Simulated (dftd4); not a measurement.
methane (CH4), singlet, geometry from GFN2-xTB; D4 for tpss run with dftd4 4.2.0.

The dftd4 input:
```
$ dftd4 mol.xyz --func tpss --charge 0 --json dftd4.json --noedisp --grad

# file mol.xyz
5

C      0.00000000     0.00000000     0.00000000
H      0.63659729     0.62709564     0.61038865
H     -0.62802620    -0.60691709     0.63899460
H      0.61285682    -0.64240181    -0.61871302
H     -0.62142791     0.62222325    -0.63067023
```

Problem. Predict the main parts of the log of this dftd4 run.

Solution. 
```
                    ____  _____ _____     ____  _  _
      -------------|  _ \|  ___|_   _|---|  _ \| || |------------
     |             | | | | |_    | | ___ | | | | || |_           |
     |             | |_| |  _|   | ||___|| |_| |__   _|          |
     |             |____/|_|     |_|     |____/   |_|            |
     |             ===================================           |
     |            E. Caldeweyher, S. Ehlert & S. Grimme          |
     |          Mulliken Center for Theoretical Chemistry        |
     |                    University of Bonn                     |
      -----------------------------------------------------------

Rational (Becke-Johnson) damping: tpss-D4-ATM
---------------------
  s6         1.0000
  s8         1.7660
  s9         1.0000
  a1         0.4282
  a2         4.5426
 alp        16.0000
--------------------

Dispersion energy:      -1.1905715325446E-03 Eh

Gradient norm:           3.4546824027599E-05 Eh/a0
--------------------------------------------------
     #    Z           dE/dx      dE/dy      dE/dz
--------------------------------------------------
     1    6 C    -3.021E-14 -2.400E-13  9.519E-14
     2    1 H    -1.016E-05 -1.001E-05 -9.743E-06
     3    1 H     1.002E-05  9.688E-06 -1.020E-05
     4    1 H    -9.782E-06  1.025E-05  9.876E-06
     5    1 H     9.919E-06 -9.932E-06  1.007E-05
--------------------------------------------------

Virial:
--------------------------------------------------
      component           x          y          z
--------------------------------------------------
          x      -4.710E-05  1.764E-13 -9.199E-14
          y       1.764E-13 -4.710E-05 -5.152E-14
          z      -9.199E-14 -5.152E-14 -4.710E-05
--------------------------------------------------

[Info] Dispersion results written to 'dftd4.txt'
[Info] JSON dump of results written to 'dftd4.json'
```
